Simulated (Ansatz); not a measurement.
Gas-phase reaction in SMILES: [TeH][TeH] → 2 [TeH] (HTe) (the Te-Te bond at the site shown breaks; other sites are not compared here)
Geometries: B3LYP-D3(BJ)/def2-TZVP minima from Ansatz (a quantum-chemistry and plane-wave program), one conformer each, not searched for the lowest.

Wanted: bond dissociation energy (electronic energy difference), in kJ/mol. Cores are frozen in the correlated levels unless marked. UHF or UKS for open shells. Spin-orbit coupling is left out. Frozen are the shells of the preceding noble gas and the d and f shells that filled before the atom's block. Past Kr the def2 sets carry scalar-relativistic core potentials. CBS marks a two-point X^-3 extrapolation of the correlation energy; Hartree-Fock from the larger set.

```
level                               program  bond dissociation energy (kJ/mol)
---------------------------  --------------  ---------------------------------
HF/def2-QZVPP                        Ansatz                               93.2
r2SCANh-D4/def2-TZVPD        Ansatz + dftd4                              205.3
B2GP-PLYP-D3(BJ)/def2-TZVPD  Ansatz + dftd3                              212.9
```

Task: Estimate the value at CCSD(T)/CBS(def2-TZVPPD,def2-QZVPPD) as computed with Ansatz.

Result: 212.0 kJ/mol, so B2GP-PLYP-D3(BJ)/def2-TZVPD differs from it by 0.9 kJ/mol.
